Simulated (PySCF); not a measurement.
Ti(SMe)2(OMe)2, C4H12O2S2Ti (singlet state).
Structure used (PBE0-D3(BJ)/def2-SVP), in Å, numbered top down from 1:
```
atom  x, y, z in Å
Ti1    0.0397    0.5239    0.3474
S2     0.7854    0.5393    2.4990
C3     1.3707   -1.1880    2.5918
H4     0.5687   -1.8935    2.3333
H5     1.6950   -1.3805    3.6241
H6     2.2181   -1.3343    1.9063
S7     1.9386    0.1293   -0.8737
C8     1.4072   -1.0940   -2.1205
H9     0.6714   -1.7920   -1.7003
H10    2.2955   -1.6562   -2.4409
H11    0.9752   -0.5911   -2.9970
O12   -0.5609    2.1347    0.0306
C13   -0.5563    3.4027   -0.5319
H14   -0.5920    4.1688    0.2606
H15   -1.4359    3.5395   -1.1835
H16    0.3564    3.5594   -1.1322
O17   -1.0878   -0.8031    0.0642
C18   -2.3120   -1.4263   -0.1142
H19   -2.7323   -1.7413    0.8563
H20   -2.1933   -2.3255   -0.7432
H21   -3.0382   -0.7558   -0.6058
```

Method: PySCF 2.14.0, density-fitted response routines, TDDFT PBE0/def2-SVPD, vertical, gas phase, core orbitals frozen in the response.

Ground-to-excited transition dipoles (e·a0, same axes as the geometry; the sign carries no meaning), for the states with f of 0.002 or more among the lowest 9:

```
state  E (eV)      μx      μy      μz
   S1   3.379   0.094   0.001  -0.451
   S3   3.847   0.122  -0.162  -0.552
   S4   4.026   0.013  -0.048  -0.220
   S5   4.179  -0.148   0.081   0.110
   S7   4.342  -0.004   0.047  -0.175
   S8   4.420  -0.331   0.102   0.081
   S9   4.494   0.121  -0.064   0.185
```

Problem. Work out the oscillator strengths.

Solution. f = (2/3) ΔE |μ|² with ΔE in hartree (27.2114 eV).

| state | \|μ\|² (au) | \|μ\| (D) | f |
| --- | --- | --- | --- |
| S1 | 0.212 | 1.17 | 0.018 |
| S3 | 0.345 | 1.49 | 0.033 |
| S4 | 0.051 | 0.57 | 0.005 |
| S5 | 0.041 | 0.51 | 0.004 |
| S7 | 0.033 | 0.46 | 0.003 |
| S8 | 0.127 | 0.90 | 0.014 |
| S9 | 0.053 | 0.58 | 0.006 |

Problem. Which bond between heavy atoms lies closest to the direction of the S3 transition dipole?

Solution. Ti1–S2, at 35° from it; next S7–C8 at 40°.

Problem. What angle do the transition dipoles of S1 and S8 make?

Solution. |cos θ| = |μa·μb| / (|μa| |μb|) = 0.41, so θ ≈ 66° (taken between 0 and 90°, since the signs are arbitrary).

Problem. How is the summed strength of these states shared among x, y and z?

Solution. (2/3) Σ ΔE μα² gives 0.018 for x, 0.005 for y and 0.059 for z, 0.082 in all.

Problem. What peak molar absorption coefficient would the strongest computed level give as a lone Gaussian band 0.3 eV wide at half height?

Solution. ε(max) = 2.175×10⁸ f / FWHM, with the width in cm⁻¹. S3: 2.175×10⁸ × 0.0326 / 2420 ≈ 2900 L mol⁻¹ cm⁻¹.

Time: 88 s wall, 3.4 min CPU (grids of density and orbitals included); peak memory 2.0 GiB. Hardware: 2 threads, AMD EPYC 7R43 (x86_64), shared host with 256 logical CPUs at a one-minute load of 103.
